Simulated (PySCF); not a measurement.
PBE on O⁻ (oxygen, charge -1), [He] 2s2 2p5, 2P determinant. Calculation: PySCF 2.14, in dyall-av3z (15s9p3d2f, 71 functions); the non-relativistic Hamiltonian (point nucleus).

```
cycle= 1 E= -75.059965662814  delta_E= 0.00542  |g|= 0.188  |ddm|= 0.33
cycle= 2 E= -74.9661745594455  delta_E= 0.0938  |g|= 0.521  |ddm|= 0.409
cycle= 3 E= -75.0759389878942  delta_E= -0.11  |g|= 0.092  |ddm|= 0.188
cycle= 4 E= -75.0805700551537  delta_E= -0.00463  |g|= 0.00263  |ddm|= 0.0705
cycle= 5 E= -75.0805789396427  delta_E= -8.88e-06  |g|= 0.000602  |ddm|= 0.00564
cycle= 6 E= -75.0805794937921  delta_E= -5.54e-07  |g|= 0.000164  |ddm|= 0.00139
cycle= 7 E= -75.0805795068008  delta_E= -1.3e-08  |g|= 1.37e-05  |ddm|= 0.00011
cycle= 8 E= -75.0805795068911  delta_E= -9.02e-11  |g|= 7.73e-07  |ddm|= 7.9e-06
converged SCF energy = -75.0805795068911  <S^2> = 0.75795107  2S+1 = 2.0079353
```

Highest occupied orbital energy: 2.375 eV; ⟨L²⟩ = 2.03; populations by l: s 4.00, p 5.00, d 0.00, f 0.00.

(1) Can this result be used?

## Answers

(1) With care. Self-consistency was reached. At PBE the highest occupied level has a positive energy, so only the finite basis holds that electron; in a semilocal or global hybrid functional this comes from self-interaction and does not mean that the real anion is unbound.
